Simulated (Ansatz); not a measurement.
```yaml
crystal:
  periodic: [false, false, false]
  atoms:
    - {symbol: C, position_ang: [-0.389521, -1.266721, 0.543392]}
    - {symbol: N, position_ang: [0.104655, 0.266972, 0.648617]}
    - {symbol: Ga, position_ang: [0.255928, 1.385626, -0.813849]}
    - {symbol: Cl, position_ang: [-0.619551, 0.587317, -2.597363]}
    - {symbol: Cl, position_ang: [1.027746, 3.284388, -0.554579]}
    - {symbol: H, position_ang: [-0.983323, -1.354795, 1.327757]}
    - {symbol: H, position_ang: [0.410997, -1.922545, 0.899895]}
    - {symbol: H, position_ang: [-0.752254, -1.390227, -0.456762]}
    - {symbol: H, position_ang: [0.607427, 0.323359, 1.392342]}
basis:
  gaussian: {orbitals: aug-cc-pVDZ, nuclear_model: gaussian, point_charges: [{charge: 2.00, position_ang: [5.195, -0.339, -0.713]}]}
magnetization: {spin_polarized: true, initial_magnetization: 6}
hamiltonian: {xc: {name: SPW92}}
output: {forces: true}
```

```sh
$ ansatz run in.yaml --threads 4 --pin off --events-out ev --progress --plain --max-ram 10444MiB
```

It prints (some lines left out):

```
Functional definition: SPW92
1812 factors; their error is unknown
mean field evaluation 1: about -79766.3013 eV, gradient 8.5e1 eV
mean field evaluation 2: about -78880.3740 eV, gradient 2.7e2 eV
mean field evaluation 4: about -79793.7083 eV, gradient 5.4e1 eV
mean field evaluation 8: about -79808.2463 eV, gradient 2.8e1 eV
mean field evaluation 16: about -79817.2258 eV, gradient 1.2e-1 eV
mean field evaluation 64: about -79817.1097 eV, gradient 7.9e-1 eV
mean field evaluation 96: about -79815.3567 eV, gradient 3.2e0 eV
mean field evaluation 128: about -79817.1347 eV, gradient 2.6e-3 eV
mean field -79817.19004102 eV, -2933.2276319731 hartree, gradient 2.2e-6 eV, S^2 12.004046; 10 other end points of the search recorded, 0 dependent functions left out
reference -79817.19009818 eV, -2933.2276340737 hartree; 44, 38 occupied and 128, 134 virtual orbitals, 1812 factors
Total energy: -79817.19009818 eV, -2933.2276340737 hartree
Atom 0 at    -0.389521    -1.266721     0.543392 Å, force     4.168044     4.695117    -2.661913 eV/Å
Atom 1 at     0.104655     0.266972     0.648617 Å, force    -5.217713    -6.603111    -4.405916 eV/Å
Atom 2 at     0.255928     1.385626    -0.813849 Å, force     1.360199    -2.084072     0.081595 eV/Å
Atom 3 at    -0.619551     0.587317    -2.597363 Å, force    -1.735562    -1.703022    -3.954110 eV/Å
Atom 4 at     1.027746     3.284388    -0.554579 Å, force     2.221028     5.184985     0.840050 eV/Å
Atom 5 at    -0.983323    -1.354795     1.327757 Å, force    -4.297695    -0.451953     4.075313 eV/Å
Atom 6 at     0.410997    -1.922545     0.899895 Å, force     1.022479    -0.240908    -0.429695 eV/Å
Atom 7 at    -0.752254    -1.390227    -0.456762 Å, force    -0.509433    -0.522161    -0.991704 eV/Å
Atom 8 at     0.607427     0.323359     1.392342 Å, force     4.429541     1.102494     7.730613 eV/Å
Dipole moment:    -3.419528     0.164705     0.651563 e Å
```

(1) What is wrong with this run?

Answers

(1) The spin is set far too high for this molecule. Self-consistency was reached. The result belongs to that input, not to the molecule as meant.
